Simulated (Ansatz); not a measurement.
Ansatz (a program for electronic structure) input (B3LYP-D3(BJ)/def2-TZVP):

Ansatz 0.2 input:
```yaml
crystal:
  periodic: [false, false, false]
  atoms:
    - {symbol: C, position_ang: [1.19448787, 0.16935711, -0.27416246]}
    - {symbol: C, position_ang: [-0.03660981, -0.04758240, 0.06544761]}
    - {symbol: O, position_ang: [-1.12473121, 0.31369493, -0.67944431]}
    - {symbol: H, position_ang: [2.16505611, -0.00714105, 0.11359389]}
    - {symbol: H, position_ang: [-0.28395204, -0.55603109, 1.01282882]}
    - {symbol: H, position_ang: [-1.93696796, 0.05691749, -0.23349487]}
basis:
  gaussian:
    orbitals: def2-TZVP
hamiltonian:
  xc: b3lyp
  dispersion: d3bj
magnetization: {spin_polarized: true, initial_magnetization: 1}
relax: {f_tol: 0.002, max_steps: 150}
```

End of the output:

```
integrals: 0.02 GiB planned
643 factors; their error is unknown
mean field: 0.35 GiB planned
mean field -4168.43040261 eV, -153.1869918323 hartree, gradient 2.6e-5 eV, S^2 0.759399; 0 other end points of the search recorded, 0 dependent functions left out
the calculation of the forces begins
reference -4168.43061561 eV, -153.1869996598 hartree; 12, 11 occupied and 99, 100 virtual orbitals, 643 factors
relax step   6: F+E_penalty+E_count = -4168.55030584 eV  Δ(F+E_penalty+E_count) = -2.220e-6 eV  max|allowed force component| = 2.377e-3 eV/Å  Δτ_max = 0.0009 Å  (40 SCF iters, accepted)
these checks for a lower state are left out or cut short: starts, cluster_reference, orbital_swaps, neighbouring_geometries, increment
integrals: 0.02 GiB planned
643 factors; their error is unknown
mean field: 0.35 GiB planned
mean field -4168.43040357 eV, -153.1869918675 hartree, gradient 2.6e-5 eV, S^2 0.759400; 0 other end points of the search recorded, 0 dependent functions left out
the calculation of the forces begins
reference -4168.43061656 eV, -153.1869996950 hartree; 12, 11 occupied and 99, 100 virtual orbitals, 643 factors
relax step   7: F+E_penalty+E_count = -4168.55030618 eV  Δ(F+E_penalty+E_count) = -3.427e-7 eV  max|allowed force component| = 8.597e-4 eV/Å  Δτ_max = 0.0002 Å  (40 SCF iters, accepted)
integrals: 0.02 GiB planned
643 factors; their error is unknown
mean field: 0.35 GiB planned
mean field evaluation 64: about -4168.4302 eV, gradient 2.9e-1 eV
mean field -4168.43040357 eV, -153.1869918675 hartree, gradient 2.6e-5 eV, S^2 0.759400; 1 other end points of the search recorded, 0 dependent functions left out
the calculation of the forces begins
reference -4168.43061656 eV, -153.1869996950 hartree; 12, 11 occupied and 99, 100 virtual orbitals, 643 factors
Total energy: -4168.55051918 eV, -153.1914060347 hartree
Atom 0 at     1.193417     0.170835    -0.277704 Å, force    -0.000793    -0.000037     0.000247 eV/Å
Atom 1 at    -0.047368    -0.048992     0.068650 Å, force     0.000860    -0.000298    -0.000283 eV/Å
Atom 2 at    -1.129685     0.317797    -0.685074 Å, force    -0.000194     0.000350    -0.000265 eV/Å
Atom 3 at     2.174009    -0.010469     0.119578 Å, force     0.000026     0.000002     0.000010 eV/Å
Atom 4 at    -0.277463    -0.553865     1.009909 Å, force     0.000063     0.000068     0.000245 eV/Å
Atom 5 at    -1.935627     0.053909    -0.230590 Å, force     0.000038    -0.000086     0.000047 eV/Å
Dipole moment:    -0.217199    -0.218594     0.401241 e Å
```

It need not be the lowest isomer of its formula.
